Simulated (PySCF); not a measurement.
Spinor energies of Te⁵⁰⁺ (tellurium, charge +50)

Start: 1s2. Calculated with PySCF 2.14 in an even-tempered Gaussian basis (15 s from 120 bohr⁻², ratio 2.4; 11 p from 150 bohr⁻², ratio 2.4; 3 d from 480 bohr⁻², ratio 2.6; 3 f from 720 bohr⁻², ratio 2.6): generalised Hartree-Fock with the X2C-1e Hamiltonian and a Gaussian nucleus; one run each with spin-orbit coupling (SO) switched off, then screened by Boettger's factors.

| spinor shell | electrons | ε, spin-free (eV) | ε, screened SO (eV) | weight of nominal j (screened SO) | rms radius, screened SO (bohr) |
| --- | --- | --- | --- | --- | --- |
| 1s1/2 | 2 | -37260.2 | -37260.2 | 1.000 | 0.0316 |

```
   quantity    spin-free  screened SO
E (hartree)  -2773.64304  -2773.64304
        M_J            0            0
       ⟨J²⟩        0.000        0.000
       ⟨L²⟩        0.000        0.000
       ⟨S²⟩        0.000        0.000
```

Breit and QED terms are absent; they matter most for the inner s and p1/2 levels.

Densities and radii are taken from the X2C orbitals without a picture-change correction, which distorts them close to the nucleus.

Without spin-orbit coupling the j labels of p, d and f shells carry no meaning; the spin-free column gives the mean over the occupied spinors of each nl shell.
